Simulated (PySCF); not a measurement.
Computed with PBE0/[As def2-TZVP, O def2-TZVP, H def2-TZVP], no relativity, density fitting, PySCF. Open shells, if any, are unrestricted.

Task: What shape and geometry does isolated singlet HAsO take (every ligand bound to As)?

Result: Counting electrons, arsenic keeps 2 of its valence electrons outside its bonds, so the VSEPR class is AX2E1 and the expected shape is bent; with unlike ligands the computed point group is Cs. The lowest minimum found is a singlet of Cs symmetry with As–H 1.570 Å, As–O 1.622 Å; H–As–O 101.6°. Its harmonic wavenumbers are 860 (a'), 1007 (a'), 1986 (a') cm⁻¹ and its dipole moment is 2.88 D.

This need not be the most stable arrangement of these atoms.
